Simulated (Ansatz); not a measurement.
One change: `C[NH][InH2]` becomes `C[NH][InH][OH]`.

Ansatz, PBE0-D4/def2-TZVP geometries, multiplicity 1. Each molecule was computed in one conformer, which needn't be the lowest.

Elements past krypton have def2 core potentials.

```csv
property,`C[NH][InH2]`
HOMO–LUMO gap (B3LYP/def2-TZVPP) / eV,4.75
LUMO energy (PBE/def2-TZVPP) / eV,-1.79
HOMO–LUMO gap (ωB97M-V/def2-TZVPP) / eV,8.87
HOMO energy (ωB97M-V/def2-TZVPP) / eV,-8.61
LUMO energy (ωB97M-V/def2-TZVPP) / eV,0.27
size of the dipole moment (B3LYP/def2-TZVPP) / D,0.52
```

Problem. What does the change do to each property? (An estimate is asked.)

Solution. Computed: 
```json
{"property": "HOMO–LUMO gap (B3LYP/def2-TZVPP) / eV", "`C[NH][InH][OH]`": "5.29", "shift": "0.54"}
{"property": "LUMO energy (PBE/def2-TZVPP) / eV", "`C[NH][InH][OH]`": "-1.45", "shift": "0.34"}
{"property": "HOMO–LUMO gap (ωB97M-V/def2-TZVPP) / eV", "`C[NH][InH][OH]`": "9.42", "shift": "0.55"}
{"property": "HOMO energy (ωB97M-V/def2-TZVPP) / eV", "`C[NH][InH][OH]`": "-8.80", "shift": "-0.19"}
{"property": "LUMO energy (ωB97M-V/def2-TZVPP) / eV", "`C[NH][InH][OH]`": "0.62", "shift": "0.35"}
{"property": "size of the dipole moment (B3LYP/def2-TZVPP) / D", "`C[NH][InH][OH]`": "2.34", "shift": "1.82"}
```

With PBE0 the HOMO falls by 0.16 eV and the LUMO rises by 0.41 eV, so the gap widens by about 0.57 eV. PBE moves the HOMO by -0.05 eV and ωB97M-V by -0.19 eV. Dipoles are sizes alone; their direction can turn.

B3LYP here is the variant with VWN-RPA as its local correlation; programs differ in this.
